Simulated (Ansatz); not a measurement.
Results of the Gaussian-basis code of Ansatz.

A structure relaxed at PBE0-D4/def2-TZVP, charge 0, multiplicity 1:

Cartesian coordinates in Å:
```
F 1.4751 -1.0233 0.5742
C 0.3277 -0.5689 1.2266
B -0.5859 0.2535 0.2628
Cl -2.0695 0.8904 0.9463
Ga -0.0099 0.5420 -1.7255
H 0.6432 0.0354 2.0873
H -0.2027 -1.4421 1.6288
H 0.8557 1.7835 -2.1499
H -0.4336 -0.4705 -2.8506
```

Q: Give its formula and SMILES.

A: CH4BClFGa, `FC[B](Cl)[GaH2]`.

Q: Point group (tolerance 0.08 Å, 0.16 Å for H)?

A: Cs.

Q: Summarise the bond lengths by kind.

A: 1 × C–F 1.396 Å; 1 × B–C 1.562 Å; 2 × C–H 1.098 Å; 1 × B–Cl 1.753 Å; 1 × B–Ga 2.090 Å; 2 × Ga–H 1.572 Å.
